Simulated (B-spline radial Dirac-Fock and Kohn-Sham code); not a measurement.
Model: Dirac-Fock ΔSCF + Breit + QED. Program: a radial finite-basis atomic code. Correlation energy is missing from these numbers.

Question: An atom or ion in its tabulated ground configuration has these computed binding energies (the last is its least bound level). Which is it?

```tsv
level	binding energy (eV)
M1	2628.5
N1	565.2
N2	467.7
N4	248.8
N5	238.2
N7	37.10
O4,5	20.70
```

Answer: Hf²⁺: Z = 72 with 70 electrons, [Xe] 4f14 5d2.

Question: Identify the element and charge state from the binding energies below (tabulated ground configuration; the least bound level is included).

```
level  binding energy (eV)
   L1              11143.7
   M3               2886.3
   M4               2518.5
   M5               2473.5
   N1               1365.3
   N3               1209.9
 N4,5               1055.0
```

Answer: Tm²⁸⁺: Z = 69 with 41 electrons, [Kr] 4d5.
